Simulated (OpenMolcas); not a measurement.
4s2 4p2 along the 32-electron sequence

```
Program             : OpenMolcas 26.06
Method              : CASSCF
Basis               : ANO-RCC-VQZP
Scalar Hamiltonian  : DKH2, point nucleus
Spin-orbit coupling : RASSI with atomic mean-field integrals over the reference wave functions, term energies averaged over their components
```

Active space for each ion: 4 electrons in 8 orbitals (4s 4p 5s 5p).

Computed levels in cm-1 above 3P0:

```json
{"Level": "3P1", "Ge": "453", "As+": "890", "Se2+": "1464", "Br3+": "2263", "Kr4+": "3284"}
{"Level": "3P2", "Ge": "1172", "As+": "2192", "Se2+": "3478", "Br3+": "5062", "Kr4+": "6989"}
{"Level": "1D2", "Ge": "8953", "As+": "12140", "Se2+": "16537", "Br3+": "18376", "Kr4+": "21791"}
{"Level": "1S0", "Ge": "15615", "As+": "21243", "Se2+": "28038", "Br3+": "31759", "Kr4+": "37130"}
{"Level": "weight of 3P in the lowest level (%)", "Ge": "100", "As+": "99", "Se2+": "99", "Br3+": "98", "Kr4+": "97"}
```

Measured, with the error of the calculation in %. Measured levels: Ge, As+ from NIST Handbook of Basic Atomic Spectroscopic Data; Se2+ from Moore, Atomic Energy Levels, vol. II, NSRDS-NBS 35 (1971 reprint of NBS Circular 467, 1952); Kr4+ from Saloman, J. Phys. Chem. Ref. Data 36, 215 (2007).

```csv
Level,Ge,As+,Se2+,Kr4+
3P1,557 (-18.8),1063 (-16.3),1741 (-15.9),3743 (-12.3)
3P2,1410 (-16.9),2541 (-13.8),3937 (-11.7),7595 (-8.0)
1D2,7125 (+25.7),10096 (+20.2),13032 (+26.9),19723 (+10.5)
1S0,16367 (-4.6),22599 (-6.0),,39204 (-5.3)
```

The fine-structure level 3P2 changes by a factor of 5.96 from Ge to Kr4+. Its fourth root runs 5.85, 6.84, 7.68, 8.43, 9.14, with steps per unit of Z of 0.99, 0.84, 0.76, 0.71; equal steps would mean a (Z - σ)^4 law with constant σ.

1D2 changes by a factor of 2.43 over the same range, with steps per unit of Z of +3190, +4400, +1840, +3420 cm-1.

Without dynamic correlation excited terms often stand tens of per cent too high (terms of higher spin than the ground term too low), and those without a measured partner can miss by more than the paired ones (holds for Ge; As+). Active for correlation alone: 5p 5s; no level in the range computed is led by a configuration that fills them, so any true level of that kind is missing (holds for Ge; Br3+; Kr4+). The run also gave levels led by 4s2 4p 5s, which use shells meant for correlation; these and all levels above them are left out (holds for As+). The run also gave levels led by 4s2 4p 5p, which use shells meant for correlation; these and all levels above them are left out (holds for Se2+). Computed and measured levels are paired by configuration, term and J; levels that our copy of the source lacks, or whose pairing is in doubt (as where it misses far off the trend of its configuration), stay unpaired and out of the deviations. Only configurations of the active space appear.
